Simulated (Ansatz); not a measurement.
```yaml
crystal:
  periodic: [false, false, false]
  atoms:
    - {symbol: Si, position_ang: [-1.514184, 1.190980, -0.917180]}
    - {symbol: Al, position_ang: [0.727288, 0.203162, -0.719107]}
    - {symbol: Ge, position_ang: [1.204140, -1.277142, 1.213656]}
    - {symbol: H, position_ang: [-2.548729, 0.116587, -0.962324]}
    - {symbol: H, position_ang: [-1.695324, 2.045572, -2.123960]}
    - {symbol: H, position_ang: [-1.812700, 2.029146, 0.280891]}
    - {symbol: H, position_ang: [1.858640, 0.498392, -1.796917]}
    - {symbol: H, position_ang: [0.237857, -2.480190, 1.240653]}
    - {symbol: H, position_ang: [0.990961, -0.530166, 2.547248]}
    - {symbol: H, position_ang: [2.635149, -1.847340, 1.240141]}
basis:
  gaussian: {orbitals: pcseg-2}
hamiltonian: {xc: {name: LC-wPBE}}
scf: {lower_state_search: off}
scf: {max_iter: 3}
```

```sh
$ ansatz run in.yaml --threads 2 --pin off --events-out ev --progress --plain --max-ram 4352MiB
```

(1) How does Ansatz answer? (Estimate.)

Results:

(1) Computed: The program refused the input.
```
Error: YAML parse error: error: line 18 column 1: duplicate mapping key: scf, set DuplicateKeyPolicy in Options if acceptable
16 | hamiltonian: {xc: {name: LC-wPBE}}
17 | scf: {lower_state_search: off}
18 | scf: {max_iter: 3}
```
